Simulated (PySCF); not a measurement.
Compound: C7H8Se.
Atom-mapped SMILES: `[CH:1]#[C:2][CH2:3][Se:4][C:5](=[CH2:6])[CH:7]=[CH2:8]` (hydrogens: H9 on C1; H10, H11 on C3; H12, H13 on C6; H14 on C7; H15, H16 on C8)

Geometry (PBE0-D3(BJ)/def2-SVP, Å), atoms numbered from 1 in this order:
```xyz
16
C7H8Se angstrom
C     -3.4217    0.2088   -0.2256
C     -2.5831   -0.1523    0.5704
C     -1.5755   -0.5811    1.5177
Se    -0.0538    0.6380    1.7155
C      0.9319    0.1664    0.1473
C      0.4111   -0.5186   -0.8852
C      2.3234    0.6232    0.1241
C      2.9937    1.2193    1.1174
H     -4.1660    0.5322   -0.9293
H     -1.1704   -1.5717    1.2587
H     -2.0000   -0.6497    2.5314
H     -0.6315   -0.8353   -0.9366
H      1.0502   -0.7621   -1.7393
H      2.8351    0.4458   -0.8292
H      2.5418    1.4095    2.0956
H      4.0320    1.5306    0.9840
```

Level: CAM-B3LYP/def2-SVPD in PySCF, non-relativistic, on one gas-phase PBE0-D3(BJ)/def2-SVP geometry that isn't relaxed in the solvent. The solvent is an IEF-PCM continuum (cavity from Bondi-type radii × 1.2). Only the electrostatic response of the medium enters. Spin–orbit coupling is left out although an atom past zinc is present.

Gas phase at CAM-B3LYP/def2-SVPD: HOMO -7.49 eV, LUMO -0.02 eV, dipole 0.88 D.

What does the continuum do to the energy, the frontier levels and the dipole at CAM-B3LYP/def2-SVPD in cyclohexane and dichloromethane?

| solvent | ε | E(solvent) − E(gas) (kJ/mol) | polarisation term (kJ/mol) | distortion of the solute (kJ/mol) | HOMO (eV) | LUMO (eV) | dipole (D) |
| --- | --- | --- | --- | --- | --- | --- | --- |
| cyclohexane | 2.017 | -8.64 | -9.06 | 0.42 | -7.50 | 0.00 | 1.03 |
| dichloromethane | 8.93 | -19.77 | -22.13 | 2.36 | -7.55 | -0.01 | 1.28 |

Polarisation term: ½ Σ q·V over the induced surface charges. Distortion: the rise of the solute's own energy as its density leaves the gas-phase optimum. From cyclohexane to dichloromethane the lowering changes by a factor 2.29, Onsager's factor (ε − 1)/(2ε + 1) by 2.08 and ε itself by 4.4.

Give the dipole vector in the frame of the coordinates (D, pointing from negative to positive charge), gas and dichloromethane.

Gas (-0.01, -0.78, -0.40), solvent (0.02, -1.18, -0.50). Its length changes by +46 % and its direction by 5°.

How does the static polarisability (CAM-B3LYP/def2-SVPD, frozen core, with the continuum's full static response) change?

```tsv
medium	isotropic (au)	principal values (au)	⟨r²⟩ of the electrons (bohr²)
gas	113.8	80.6, 108.6, 152.1	1496.1
cyclohexane	130.1	91.4, 124.4, 174.4	1495.4
dichloromethane	153.8	110.5, 146.0, 204.9	1494.4
```

The isotropic value in dichloromethane is 1.35 times the gas-phase one; no cavity-field correction is applied. ⟨r²⟩ is taken about the centre of nuclear charge.

Hardware: an Arm Neoverse N1 with one thread (shared host). Cost: 1.8 min wall, 1.2 GiB resident at most. This is the whole response run at CAM-B3LYP/def2-SVPD in dichloromethane, SCF included.
